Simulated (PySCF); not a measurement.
## Sc (scandium, neutral) across methods

[Ar] 3d1 4s2, 2D determinant. All numbers are calculated (PySCF 2.14, the spin-free X2C one-electron Hamiltonian (Gaussian nucleus), in aug-cc-pwCVTZ-DK (10s9p7d4f3g, 127 functions)).

```json
{"method": "PBE", "E (hartree)": "-763.969", "mean ε 3d α (eV)": "-3.507", "mean ε 4s α (eV)": "-4.165", "mean ε 4s β (eV)": "-3.953", "Σ⟨r²⟩ (bohr²)": "49.17", "⟨S²⟩": "1.038"}
{"method": "LDA", "E (hartree)": "-762.211", "mean ε 3d α (eV)": "-3.573", "mean ε 4s α (eV)": "-4.334", "mean ε 4s β (eV)": "-4.101", "Σ⟨r²⟩ (bohr²)": "49.04", "⟨S²⟩": "0.902"}
{"method": "PBE0", "E (hartree)": "-764.000", "mean ε 3d α (eV)": "-5.173", "mean ε 4s α (eV)": "-4.812", "mean ε 4s β (eV)": "-4.600", "Σ⟨r²⟩ (bohr²)": "49.82", "⟨S²⟩": "0.836"}
{"method": "revPBE", "E (hartree)": "-764.096", "mean ε 3d α (eV)": "-3.442", "mean ε 4s α (eV)": "-4.098", "mean ε 4s β (eV)": "-3.890", "Σ⟨r²⟩ (bohr²)": "49.24", "⟨S²⟩": "1.111"}
{"method": "wB97M-V", "E (hartree)": "-764.132", "mean ε 3d α (eV)": "-7.460", "mean ε 4s α (eV)": "-6.422", "mean ε 4s β (eV)": "-6.213", "Σ⟨r²⟩ (bohr²)": "49.95", "⟨S²⟩": "0.754"}
{"method": "UHF", "E (hartree)": "-763.28594", "mean ε 3d α (eV)": "-9.400", "mean ε 4s α (eV)": "-5.920", "mean ε 4s β (eV)": "-5.595", "Σ⟨r²⟩ (bohr²)": "52.75", "⟨S²⟩": "0.762"}
```

(1) Estimate the same row for MN15.

## Answers

(1) E (hartree) = -764.528; mean ε 3d α (eV) = -5.859; mean ε 4s α (eV) = -5.323; mean ε 4s β (eV) = -5.154; Σ⟨r²⟩ (bohr²) = 50.70; ⟨S²⟩ = 0.775.
